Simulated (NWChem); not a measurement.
Everything below was run with NWChem. System: H$_{4}$ClNOSi$_{2}$, charge 0, spin multiplicity 1, at a geometry optimised with B3LYP/def2-SVP. The structure started from a generated list of species. Level: G0W0@PBE/def2-TZVP, RI basis def2-tzvp-rifit.

Input file:

```
start mol
memory heap 200 mb stack 700 mb global 1700 mb
geometry units angstroms nocenter noautoz noautosym
  Cl     2.199790    -0.194550     0.028842
  Si     0.206517    -0.697577    -0.223247
  N     -0.835755    -0.337309     1.120232
  Si    -1.700444     0.847032     0.150978
  O     -0.658164     0.431960    -1.131668
  H      0.200014    -2.063780    -0.786537
  H     -0.857439    -0.621100     2.091559
  H     -3.124468     0.536749    -0.146293
  H     -1.583970     2.268596     0.574445
end
basis spherical
  * library def2-tzvp
end
basis "ri basis" bse spherical
  * library def2-tzvp-rifit
end
dft
  xc xpbe96 cpbe96
  iterations 100
  direct
  tolerances tight
end
task dft energy
gw
  method cdgw
  states alpha occ 4 vir 2
end
task dft gw
```

Output (cleaned and shortened):

```
             Northwest Computational Chemistry Package (NWChem) 7.3.0
             --------------------------------------------------------

                                NWChem Input Module
                                -------------------

 Scaling coordinates for geometry "geometry" by  1.889725989
 (inverse scale =  0.529177249)

                             Geometry "geometry" -> ""
                             -------------------------

 Output coordinates in angstroms (scale by  1.889725989 to convert to a.u.)

  No.       Tag          Charge          X              Y              Z
 ---- ---------------- ---------- -------------- -------------- --------------
    1 Cl                  17.0000     2.19979000    -0.19455000     0.02884200
    2 Si                  14.0000     0.20651700    -0.69757700    -0.22324700
    3 N                    7.0000    -0.83575500    -0.33730900     1.12023200
    4 Si                  14.0000    -1.70044400     0.84703200     0.15097800
    5 O                    8.0000    -0.65816400     0.43196000    -1.13166800
    6 H                    1.0000     0.20001400    -2.06378000    -0.78653700
    7 H                    1.0000    -0.85743900    -0.62110000     2.09155900
    8 H                    1.0000    -3.12446800     0.53674900    -0.14629300
    9 H                    1.0000    -1.58397000     2.26859600     0.57444500

 Effective nuclear repulsion energy (a.u.)     368.6135596519

            Nuclear Dipole moment (a.u.)
            ----------------------------
        X                 Y               Z
 ---------------- ---------------- ----------------
    -0.0000151178     0.0000037795     0.0000037795


 Summary of "ao basis" -> "" (spherical)
 ------------------------------------------------------------------------------
       Tag                 Description            Shells   Functions and Types
 ---------------- ------------------------------  ------  ---------------------
 *                         def2-tzvp                  on all atoms

 new library libraries.bse/

 Summary of "ri basis" -> "" (spherical)
 ------------------------------------------------------------------------------
       Tag                 Description            Shells   Functions and Types
 ---------------- ------------------------------  ------  ---------------------
 *                      def2-tzvp-rifit               on all atoms

  pbe96 is a nonlocal functional; adding pw91lda local functional.

                                 NWChem DFT Module
                                 -----------------

 Summary of "ao basis" -> "ao basis" (spherical)
 ------------------------------------------------------------------------------
       Tag                 Description            Shells   Functions and Types
 ---------------- ------------------------------  ------  ---------------------
 Cl                        def2-tzvp                13       37   5s5p2d1f
 Si                        def2-tzvp                13       37   5s5p2d1f
 N                         def2-tzvp                11       31   5s3p2d1f
 O                         def2-tzvp                11       31   5s3p2d1f
 H                         def2-tzvp                 4        6   3s1p

 Summary of "ao basis" -> "ao basis" (spherical)
 ------------------------------------------------------------------------------
       Tag                 Description            Shells   Functions and Types
 ---------------- ------------------------------  ------  ---------------------
 Cl                        def2-tzvp                13       37   5s5p2d1f
 Si                        def2-tzvp                13       37   5s5p2d1f
 N                         def2-tzvp                11       31   5s3p2d1f
 O                         def2-tzvp                11       31   5s3p2d1f
 H                         def2-tzvp                 4        6   3s1p

            General Information
            -------------------
          SCF calculation type: DFT
          Wavefunction type:  closed shell.
          No. of atoms     :     9
          No. of electrons :    64
           Alpha electrons :    32
            Beta electrons :    32
          Charge           :     0
          Spin multiplicity:     1
          Use of symmetry is: off; symmetry adaption is: off
          Maximum number of iterations: 100
          This is a Direct SCF calculation.
          AO basis - number of functions:   197
                     number of shells:    77
          Convergence on energy requested:  1.00D-06
          Convergence on density requested:  1.00D-05
          Convergence on gradient requested:  5.00D-04

              XC Information
              --------------
          PerdewBurkeErnzerhof Exchange Functional  1.000
            Perdew 1991 LDA Correlation Functional  1.000 local
           PerdewBurkeErnz. Correlation Functional  1.000 non-local

             Grid Information
             ----------------
          Grid used for XC integration:  medium
          Radial quadrature: Mura-Knowles
          Angular quadrature: Lebedev.
          Tag              B.-S. Rad. Rad. Pts. Rad. Cut. Ang. Pts.
          ---              ---------- --------- --------- ---------
          Cl                  1.00       88          13.0       590
          Si                  1.10       88          11.0       590
          N                   0.65       49          10.0       434
          O                   0.60       49          10.0       434
          H                   0.35       45          13.0       434
          Grid pruning is: on
[...]
          using up to (NFOCK): 10 stored Fock matrices.

                    Damping( 0%)  Levelshifting(0.5)       DIIS
                  --------------- ------------------- ---------------
          dE  on:    start            ASAP                start
          dE off:    2 iters        100 iters           100 iters

      Screening Tolerance Information
      -------------------------------
          Density screening/tol_rho:  1.00D-10
          AO Gaussian exp screening on grid/accAOfunc:  14
          CD Gaussian exp screening on grid/accCDfunc:  20
          XC Gaussian exp screening on grid/accXCfunc:  20
          Schwarz screening/accCoul:  1.00D-08

      Superposition of Atomic Density Guess
      -------------------------------------

 Sum of atomic energies:       -1168.24360546

      Non-variational initial energy
      ------------------------------

 Total energy =   -1170.198384
 1-e energy   =   -2349.298861
 2-e energy   =     810.486917
 HOMO         =      -0.345506
 LUMO         =       0.005234

   convergence    iter        energy       DeltaE   RMS-Dens  Diis-err    time
 ---------------- ----- ----------------- --------- --------- ---------  ------
 d= 0,ls=0.0,diis     1  -1171.0660676514 -1.54D+03  7.11D-03  2.24D+00    28.3
 d= 0,ls=0.0,diis     2  -1170.7863726917  2.80D-01  5.69D-03  4.08D+00    51.6
 d= 0,ls=0.0,diis     3  -1171.1442619114 -3.58D-01  1.78D-03  6.48D-01    72.9
 d= 0,ls=0.0,diis     4  -1171.1885578996 -4.43D-02  8.84D-04  1.11D-01    93.6
 d= 0,ls=0.0,diis     5  -1171.1996431484 -1.11D-02  2.97D-04  9.22D-03   115.3
 d= 0,ls=0.0,diis     6  -1171.2004359677 -7.93D-04  1.29D-04  1.69D-03   138.3
 d= 0,ls=0.0,diis     7  -1171.2006488912 -2.13D-04  2.57D-05  5.62D-05   161.4
 d= 0,ls=0.0,diis     8  -1171.2006552131 -6.32D-06  7.06D-06  4.70D-06   181.4
 d= 0,ls=0.0,diis     9  -1171.2006557516 -5.39D-07  1.22D-06  1.72D-07   200.0

         Total DFT energy =    -1171.200655751574
      One electron energy =    -2353.564710838100
           Coulomb energy =      900.370696543658
    Exchange-Corr. energy =      -86.620201109002
 Nuclear repulsion energy =      368.613559651871

 Numeric. integr. density =       64.000005053881

     Total iterative time =    195.7s

                       DFT Final Molecular Orbital Analysis
                       ------------------------------------

 Vector   30  Occ=2.000000D+00  E=-2.847678D-01
              MO Center=  1.5D+00, -3.4D-01, -4.1D-02, r^2= 3.2D+00
   Bfn.  Coefficient  Atom+Function         Bfn.  Coefficient  Atom+Function
  ----- ------------  ---------------      ----- ------------  ---------------
    16      0.422244  1 Cl py                19      0.267225  1 Cl py
    13      0.199120  1 Cl py                17      0.193413  1 Cl pz
     7     -0.164136  1 Cl py                20      0.124466  1 Cl pz
   175      0.124162  6 H  s                 15     -0.118208  1 Cl px
   176      0.108674  6 H  s                 14      0.091564  1 Cl pz

 Vector   31  Occ=2.000000D+00  E=-2.745799D-01
              MO Center= -7.3D-01,  4.6D-01, -5.0D-01, r^2= 3.9D+00
   Bfn.  Coefficient  Atom+Function         Bfn.  Coefficient  Atom+Function
  ----- ------------  ---------------      ----- ------------  ---------------
   149      0.250631  5 O  py               148      0.218071  5 O  px
   152      0.211541  5 O  py               151      0.183350  5 O  px
    17      0.154684  1 Cl pz               193     -0.143872  9 H  s
   155      0.140417  5 O  py               154      0.127654  5 O  px
   194     -0.125127  9 H  s                187      0.124071  8 H  s

 Vector   32  Occ=2.000000D+00  E=-2.433190D-01
              MO Center= -8.0D-01, -1.5D-01,  7.7D-01, r^2= 2.5D+00
   Bfn.  Coefficient  Atom+Function         Bfn.  Coefficient  Atom+Function
  ----- ------------  ---------------      ----- ------------  ---------------
    81      0.272267  3 N  py                80      0.242352  3 N  px
    84      0.237594  3 N  py                83      0.210858  3 N  px
    87      0.209992  3 N  py                86      0.192113  3 N  px
    15      0.103650  1 Cl px                82      0.091682  3 N  pz
   193     -0.091658  9 H  s                188      0.090701  8 H  s

 Vector   33  Occ=0.000000D+00  E=-5.455952D-02
              MO Center= -1.1D+00,  3.2D-01,  1.8D-01, r^2= 5.8D+00
   Bfn.  Coefficient  Atom+Function         Bfn.  Coefficient  Atom+Function
  ----- ------------  ---------------      ----- ------------  ---------------
   125      0.582762  4 Si pz                79     -0.517031  3 N  s
    57      0.329853  2 Si pz               122      0.280155  4 Si pz
    42      0.242827  2 Si s                110      0.228886  4 Si s
    54      0.219203  2 Si pz                20     -0.138068  1 Cl pz
   147      0.135627  5 O  s                 56     -0.131580  2 Si py

 Vector   34  Occ=0.000000D+00  E=-2.573314D-03
              MO Center=  4.2D-01, -5.3D-01, -9.6D-02, r^2= 5.9D+00
   Bfn.  Coefficient  Atom+Function         Bfn.  Coefficient  Atom+Function
  ----- ------------  ---------------      ----- ------------  ---------------
    42      0.867874  2 Si s                110      0.832635  4 Si s
   176     -0.746985  6 H  s                 55      0.557770  2 Si px
     5     -0.520174  1 Cl s                 41      0.484586  2 Si s
    18      0.441554  1 Cl px                52      0.356755  2 Si px
    79     -0.352043  3 N  s                188     -0.336325  8 H  s

 Vector   35  Occ=0.000000D+00  E= 2.397999D-03
              MO Center= -1.3D+00,  2.5D-01,  4.9D-01, r^2= 6.1D+00
   Bfn.  Coefficient  Atom+Function         Bfn.  Coefficient  Atom+Function
  ----- ------------  ---------------      ----- ------------  ---------------
    79      1.393137  3 N  s                123     -1.011582  4 Si px
   124      0.891134  4 Si py               182     -0.703000  7 H  s
   147      0.534967  5 O  s                194     -0.506396  9 H  s
   188     -0.485387  8 H  s                110     -0.386902  4 Si s
   120     -0.247434  4 Si px                55      0.206808  2 Si px

 center of mass
 --------------
 x =   0.11328156 y =  -0.00475925 z =  -0.02541974

 moments of inertia (a.u.)
 ------------------
         340.062789658081         232.347418001509          34.896923213354
         232.347418001509        1164.869884170701          13.623445283141
          34.896923213354          13.623445283141        1180.094492736817

     Multipole analysis of the density
     ---------------------------------

     L   x y z        total         alpha         beta         nuclear
     -   - - -        -----         -----         ----         -------
     0   0 0 0     -0.000000    -32.000000    -32.000000     64.000000

     1   1 0 0     -0.566985     -0.283485     -0.283485     -0.000015
     1   0 1 0     -0.237192     -0.118598     -0.118598      0.000004
     1   0 0 1      0.732679      0.366338      0.366338      0.000004

     2   2 0 0    -38.156790   -277.523161   -277.523161    516.889533
     2   1 1 0     -0.833328     61.913918     61.913918   -124.661164
     2   1 0 1     -1.506298     10.245188     10.245188    -21.996675
     2   0 2 0    -37.078404    -71.871724    -71.871724    106.665044
     2   0 1 1     -0.135112      1.953092      1.953092     -4.041295
     2   0 0 2    -36.349740    -63.537168    -63.537168     90.724595

 Task  times  cpu:      200.2s     wall:      200.2s

                                NWChem Input Module
                                -------------------

                                 NWChem GW Module
                                 ----------------

                             ***********************
                             ***        GW       ***
                             ***********************

 Summary of "ri basis" -> "ri basis" (spherical)
 ------------------------------------------------------------------------------
       Tag                 Description            Shells   Functions and Types
 ---------------- ------------------------------  ------  ---------------------
 Cl                     def2-tzvp-rifit             29      113   9s7p6d5f2g
 Si                     def2-tzvp-rifit             29      113   9s7p6d5f2g
 N                      def2-tzvp-rifit             22       76   8s6p4d3f1g
 O                      def2-tzvp-rifit             22       76   8s6p4d3f1g
 H                      def2-tzvp-rifit              7       15   4s2p1d

                 Memory Information
                 ------------------
          Available GA per process is          1699.7 MBs
          Available stack per process is        700.0 MBs
          Available heap per process is           0.0 MBs

          Peak memory in Initialization
              Peak GA per process is                 30.7 MBs
              Peak stack per process is               0.4 MBs
              Peak heap per process is               31.7 MBs
              Memory not in MA per process            0.0 MBs

          Peak memory in CDGW Calculation
              Peak GA per process is                 35.7 MBs
              Peak stack per process is               4.6 MBs
              Peak heap per process is                4.8 MBs
              Memory not in MA per process            0.0 MBs

          Computing 2-center integrals
          Computing Inverse Cholesky factor
          Computing 3-center integrals
          Computing Vxc

          Computing Sigma_x
          Computing W(iw) on the imaginary grid
          Solving quasiparticle equations

                  Alpha Orbitals
          State     Energy (eV)     Error (eV)
          -----------------------------------
@GW        29        -11.234           0.002
@GW        30        -10.906           0.002
@GW        31        -10.651           0.003
@GW        32         -9.583           0.002
@GW        33          1.109           0.002
@GW        34          2.734           0.002

     GW Timing Statistics
   ------------------------
   Init.   :          0.3s
     ERIs  :         10.1s
     Distr.:          0.1s
     Vxc   :          3.2s
   Vmo     :          0.0s
   iW      :         17.4s
   I_n     :          0.0s
   R_n     :          6.5s
   GW total:         37.7s

 Task  times  cpu:       37.7s     wall:       37.7s

 Total times  cpu:      237.9s     wall:      237.9s
```
